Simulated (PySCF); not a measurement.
Shapes and spin states of H2MoO

Computed with PBE0/[Mo def2-TZVP with ECP28, O def2-TZVP, H def2-TZVP], scalar-relativistic core potentials, density fitting, no spin–orbit coupling, PySCF.

Relaxations began from a few typed shapes and spin states; open shells are unrestricted. The search is not exhaustive: other isomers or separated fragments can lie lower, and high-lying points may rest on an excited occupation.

```
                                                 spin  group                            bonds                             angles  imaginary modes (cm⁻¹)  ΔE (kJ/mol)  ΔE with ZPE (kJ/mol)
                                              triplet    C2v  Mo–H 1.737 Å (×2), Mo–O 1.648 Å  H–Mo–H 125.4°, H–Mo–O 117.3° (×2)                    none          0.0                   0.0
                   broken-symmetry Ms = 0 (⟨S²⟩ 0.99)    C2v  Mo–H 1.735 Å (×2), Mo–O 1.645 Å  H–Mo–H 125.5°, H–Mo–O 117.2° (×2)                    none         34.5                  35.2
singlet (closed shell, unstable to spin polarisation)     Cs  Mo–H 1.689 Å (×2), Mo–O 1.629 Å   H–Mo–H 98.5°, H–Mo–O 101.8° (×2)                    none         56.4                  59.0
singlet (closed shell, unstable to spin polarisation)    C2v  Mo–H 1.726 Å (×2), Mo–O 1.642 Å  H–Mo–H 125.5°, H–Mo–O 117.2° (×2)                    none         97.5                 100.2
```

The lowest minimum found is the triplet C2v: Mo–H 1.737 Å (×2), Mo–O 1.648 Å; H–Mo–H 125.4°, H–Mo–O 117.3° (×2).

For the lowest minimum: other spin states or occupations of the open shell can lie lower.

The electron or spin density has lower symmetry than the nuclear frame for the broken-symmetry Ms = 0 (⟨S²⟩ 0.99) C2v at 34.5 kJ/mol.
